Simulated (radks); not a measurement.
Problem. The mean radii <r> (bohr) of the occupied orbitals of an atom or ion are listed with their occupations. Method: scalar-relativistic Kohn-Sham, PBE, spin-polarised, spherical densities, finite nucleus; Fermi nuclear charge, rms radius of each element as measured or else 0.836 A^(1/3) + 0.57 fm; computed with a radial shooting solver on a logarithmic mesh with Libxc functionals.

| orbital | occ. | <r> |
|---|---|---|
| 1s | 2 | 0.04029 |
| 2s | 2 | 0.1778 |
| 2p | 6 | 0.1551 |
| 3s | 2 | 0.5105 |
| 3p | 6 | 0.5187 |
| 3d | 10 | 0.5253 |
| 4s | 2 | 1.453 |
| 4p | 6 | 1.714 |

Name the element and its charge. Open shells, if any, are filled with parallel spins first.

Solution. Z = 37, rubidium, charge +1: Rb+ in [Kr]. The 1s radius gives Z: for a bare nucleus <r> = (2 gamma + 1)/(2Z) with gamma = sqrt(1 - (Z/c)^2), 0.03954 bohr for Z = 37, and screening makes it slightly larger (0.04029 here). The occupations add up to 36, and the charge is Z minus that.
